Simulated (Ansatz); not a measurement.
An input meant for Al3S3⁺ (charge 1, singlet; atoms displaced at random, 0.03 Å in each coordinate).

```yaml
crystal:
  periodic: [false, false, false]
  atoms:
    - {symbol: Al, position_ang: [-0.352694, -0.654596, -0.019162]}
    - {symbol: Al, position_ang: [2.401129, -0.144735, 0.039107]}
    - {symbol: Xx, position_ang: [-1.605911, 1.751162, 0.060471]}
    - {symbol: S, position_ang: [-2.487077, -0.308486, -0.038069]}
    - {symbol: S, position_ang: [1.259518, -2.102076, -0.070459]}
    - {symbol: S, position_ang: [0.716774, 1.469117, 0.020695]}
basis:
  gaussian: {orbitals: pcseg-2}
total_charge: 1
hamiltonian: {xc: {name: PBEsol}}
scf: {omitted_lower_state_checks: [starts]}
```

```sh
$ ansatz run in.yaml --threads 4 --pin off --events-out ev --progress --plain --max-ram 8704MiB
```

Shortened log:

```
Error: YAML parse error: error: line 6 column 16: `Xx` is not an element symbol (H … Og, case-exact)
 --> <input>:6:16
4 |     - {symbol: Al, position_ang: [-0.352694, -0.654596, -0.019162]}
5 |     - {symbol: Al, position_ang: [2.401129, -0.144735, 0.039107]}
6 |     - {symbol: Xx, position_ang: [-1.605911, 1.751162, 0.060471]}
7 |     - {symbol: S, position_ang: [-2.487077, -0.308486, -0.038069]}
8 |     - {symbol: S, position_ang: [1.259518, -2.102076, -0.070459]}
```

Question: What is wrong with this run?

Answer: An element symbol is wrong. The program refused the input.
